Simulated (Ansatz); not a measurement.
Basis-set extrapolation for CH$_{5}$BClFSSi (`FB(CCl)[SiH2]S`) (PBE0-D4/def2-TZVP geometry, frozen core, the Gaussian-basis code of Ansatz). Multiplicity 1, RHF reference.

```tsv
	def2-TZVPP	def2-QZVPP
HF	-1311.048927	-1311.088768
MP2 correlation	-1.002409	-1.088854
CCSD(T) correlation	-1.111293	not run
```

Energies in hartree. Use E(X) = E(∞) + A·exp(−7.88·√X) for Hartree–Fock and E(X) = E(∞) + B·X^(−2.97) for correlation, with X = 3 and 4, and add CCSD(T) minus MP2 of the smaller set to the MP2 limit.

Problem. What is the CCSD(T) energy at the basis-set limit?

Solution. HF limit: -1311.088768 + (-0.039841) × 0.13774 = -1311.09426. MP2 limit: -1.088854 + (-0.086445) × 0.74074 = -1.15289. Higher-order term: -1.111293 − (-1.002409) = -0.10888. Total: -1312.35603 hartree, 514.1 kJ/mol below CCSD(T)/def2-TZVPP.
